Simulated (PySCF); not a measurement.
C₂H₄BNO₂, SMILES C1B(O)OCN=1. Coordinates come from a B3LYP-D3(BJ)/def2-SVP optimisation. The structure was generated by enumeration, and PubChem lists no compound with its InChIKey, so it may never have been made. One conformer was computed; it need not be the lowest.

All values below come from B3LYP-D3(BJ)/def2-SVP (PySCF).

Harmonic wavenumbers (cm⁻¹): 198, 357, 375, 544, 598, 661, 779, 877, 908, 957, 991, 1073, 1077, 1221, 1227, 1309, 1387, 1454, 1527, 1653, 3040, 3086, 3147, 3838. Rotational constants (GHz): 8.274, 3.454, 2.475; symmetry number 1.

Task: Work out the zero-point energy and the ideal-gas rigid-rotor harmonic-oscillator thermochemistry at 298.15 K and 1 atm.

Result: ZPE = ½ Σ hcν = ½ × 32284 cm⁻¹ = 193.10 kJ/mol. H − E(el) = 208.61 kJ/mol. Entropy in J/(mol K): translation 164.13, rotation 108.46, vibration 28.13, total 300.73. G − E(el) = 118.95 kJ/mol. Cp = 83.39 J/(mol K).
